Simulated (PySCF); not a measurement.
C2H3AlClF. Atoms are numbered in the order given.

```xyz
8

Al     0.5167     0.1575     0.0000
F      1.9415     1.0074     0.0000
Cl    -1.2577     1.2685     0.0000
C      0.4510    -1.7615     0.0000
C     -0.7308    -2.3982     0.0000
H      1.3620    -2.3742     0.0000
H     -0.8085    -3.4927     0.0000
H     -1.6832    -1.8542     0.0000
```

The structure is a stationary point at PBE0-D3(BJ)/def2-SVP. One conformer was computed; it need not be the lowest.

Calculation: PBE0/pcSseg-1 (PySCF).

GIAO shieldings, no solvent; atoms listed in one row are averaged. δ = σ(ref) − σ: ¹⁹F against CFCl3 (σ = 167.2 ppm); ³⁵Cl against HCl (σ = 945.9 ppm); ¹³C against TMS (σ = 186.3 ppm); ¹H against TMS (σ = 31.56 ppm), references at their B3LYP-D3(BJ)/def2-TZVP geometries, non-relativistic (without spin–orbit terms, shifts of atoms bonded to Cl or Br come out too high).

Task: Estimate the chemical shifts. (An estimate is asked for; the answer gives what the named calculation found.)

Result: 
```csv
nucleus,atoms,count,δ (ppm)
¹⁹F,F2,1,-150.0
³⁵Cl,Cl3,1,-30.1
¹³C,C5,1,164.3
¹³C,C4,1,138.6
¹H,H7,1,7.38
¹H,H8,1,7.14
¹H,H6,1,6.42
```
